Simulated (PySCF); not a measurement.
**Predicted spectroscopic data**

Calculated, not measured (PySCF): PBE0/pcSseg-1 with gauge-including orbitals, geometry from GFN2-xTB. A single conformation, equivalent nuclei averaged, no solvent, non-relativistic.

Chemical shifts δ = σref − σ; ¹H (σref 31.72), ¹³C (σref 186.93) against TMS, all at this level. Splittings of carbon signals by F and P are missing where no couplings were computed. Where no couplings were computed, multiplicities follow the n + 1 count of equivalent neighbours, and m marks all less simple cases (inequivalent or close neighbours, rings, F or P nearby). Shifts are as computed. Against solution values, carbons near 30 ppm lie about +3 ppm off and those near 130 ppm about +5 ppm. Of 1309 compounds with measured shifts, 239 miss one by over three times the rms of a fit or turn the order of signals round; such compounds aren't used in these exercises.

Compound 1 (C₆H₉FSi). ¹H NMR (500 MHz, computed): δ 5.25 (m, 1H), 2.35 (m, 1H), 1.55 (d, 1H), 1.47 (d, 3H), 0.98 (m, 1H), 0.91 (m, 1H), 0.76 (m, 1H). ¹³C{¹H} NMR (computed): δ 94.3 (C), 74.7 (CH), 28.6 (CH), 25.3 (CH), 23.5 (CH3), 8.4 (CH2). Structure: SMILES C#C[C@@H](C)[C@@H]1C[Si@@H]1F.

Compound 2 (C₄H₁₀ClPSi₂). ¹H NMR (500 MHz, computed): δ 6.87 (m, 1H), 6.67 (m, 1H), 5.93 (m, 1H), 5.92 (m, 1H), 5.92 (m, 1H), 4.24 (d, 3H), 1.26 (m, 2H). ¹³C{¹H} NMR (computed): δ 168.1, 146.7, 145.1, 129.5. Structure: `C=C/C(=C\[SiH3])[Si@H](P)Cl`.

Compound 3 (C₆H₉FSi). ¹H NMR (500 MHz, computed): δ 5.40 (m, 2H), 4.72 (m, 1H), 4.65 (m, 1H), 3.23 (m, 1H), 1.91 (m, 2H), 1.88 (m, 2H). ¹³C{¹H} NMR (computed): δ 105.5, 83.9, 74.1, 24.6, 19.9. Structure: SMILES FCC#CC1C[SiH2]C1.
